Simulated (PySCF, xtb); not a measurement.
H2IMgN, SMILES [NH2][Mg][I]. Other conformers were not sampled.

Harmonic wavenumbers (cm⁻¹) from GFN2-xTB in xtb 6.7.1 at its own minimum, in rising order: 48, 64, 291, 504, 526, 582, 1540, 3395, 3413.

Question: What does PBE0-D3(BJ)/def2-TZVP run with PySCF give at its own minimum? (The exact figures need the calculation; the answer reports its results.)

Answer: 107, 116, 267, 281, 538, 739, 1556, 3588, 3670. Paired by order, the mean absolute difference is 110 cm⁻¹ and the zero-point energies are 14.8 and 15.5 kcal/mol.
